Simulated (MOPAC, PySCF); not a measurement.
C$_{4}$H$_{6}$S, SMILES `C(SC)=C=C` (C–C–S–C torsion 0°), neutral singlet in the gas phase. 

Cartesian coordinates (Å):
SMILES: S(C)C=C=C
```xyz
11

C     -1.9150    -0.5039     0.4850
C     -1.0655     0.4602     0.2752
C     -0.2118     1.4205     0.0641
S      1.4888     1.2534    -0.3724
C      1.6613    -0.5443    -0.4277
H     -2.0617    -0.9288     1.4732
H     -2.5202    -0.9143    -0.3175
H     -0.5151     2.4582     0.1497
H      2.6968    -0.7467    -0.6957
H      0.9991    -0.9719    -1.1790
H      1.4433    -0.9823     0.5451
```
Charge 0, spin multiplicity 1.

All levels are single points at this geometry (B3LYP-D3(BJ)/def2-TZVP); Pople sets use spherical d functions. Orbital energies aren't observables, and empty levels follow the basis.

PM3 in MOPAC gives HOMO (eV) = -8.69.

### Question
Estimate the HOMO (eV) from each of these levels: PBE-D3(BJ)/def2-TZVP in PySCF; ωB97X-D3(BJ)/def2-TZVP in PySCF; B3LYP/6-311+G** in PySCF; B3LYP/6-31G* in PySCF; M06-2X/6-31G* in PySCF; HF/3-21G in PySCF; HF/6-31G* in PySCF; HF/STO-3G in PySCF.

### Answer

```json
[
 {"level": "PBE-D3(BJ)/def2-TZVP in PySCF", "HOMO (eV)": "-5.01"},
 {"level": "ωB97X-D3(BJ)/def2-TZVP in PySCF", "HOMO (eV)": "-8.39"},
 {"level": "B3LYP/6-311+G** in PySCF", "HOMO (eV)": "-5.95"},
 {"level": "B3LYP/6-31G* in PySCF", "HOMO (eV)": "-5.69"},
 {"level": "M06-2X/6-31G* in PySCF", "HOMO (eV)": "-7.05"},
 {"level": "HF/3-21G in PySCF", "HOMO (eV)": "-8.59"},
 {"level": "HF/6-31G* in PySCF", "HOMO (eV)": "-8.47"},
 {"level": "HF/STO-3G in PySCF", "HOMO (eV)": "-6.24"}
]
```
